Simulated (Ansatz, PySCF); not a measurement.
Process, species as SMILES: [SiH3][SiH2][SiH2][SiH2]Cl + 4 [H][H] (H2) → Cl (HCl) + 4 [SiH4] (SiH4)
Structures are relaxed separately at B3LYP-D3(BJ)/def2-TZVP in Ansatz (a first-principles code), one conformer each, not searched for the lowest. Frequencies are from Ansatz or PySCF.

Quantity: energy of full hydrogenation (enthalpy at 298 K, with B3LYP-D3(BJ) rigid-rotor harmonic-oscillator terms), in kJ/mol. Valence correlation only, unless marked. Spin-orbit coupling is left out. Non-relativistic. CBS(X,Y): correlation extrapolated as X^-3; Hartree-Fock from the larger set.

Level to compare with: CCSD(T)/CBS(cc-pV(T+d)Z,cc-pV(Q+d)Z) (Ansatz), 52.2 kJ/mol. It is a level with limits of its own, and the differences hold the functionals' basis error too.

Q: Rank these functionals by how close they come to CCSD(T)/CBS(cc-pV(T+d)Z,cc-pV(Q+d)Z), closest first: CAM-B3LYP/def2-TZVPD (Ansatz); HSE06/def2-TZVPD (Ansatz); LC-wPBE/def2-TZVPD (Ansatz).

A: HSE06/def2-TZVPD (screened hybrid, 49.7 kJ/mol, difference -2.5), LC-wPBE/def2-TZVPD (range-separated hybrid, 31.4 kJ/mol, difference -20.8), CAM-B3LYP/def2-TZVPD (range-separated hybrid, -7.9 kJ/mol, difference -60.1)
